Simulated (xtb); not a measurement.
C2H6AuClS, SMILES C[S](C)->[Au][Cl], multiplicity 1. All values are semi-empirical tight-binding results from xtb (GFN2-xTB unless named), good for trends rather than for accurate numbers. Geometry optimised at GFN2-xTB. The spin state was assumed, not searched. The isomer is the one that the SMILES or the coordinates give; other isomers of the formula were not compared.

For metal compounds this method's bond lengths and energies can be far off.

Computed properties:
```
Item                                          Result
-------------------------------------  -------------
point group as xtb finds it                       Cs
orbital gap                                  3.08 eV
zero-point energy                      47.8 kcal/mol
G − E(el) at 298.15 K (modified RRHO)  25.1 kcal/mol
```
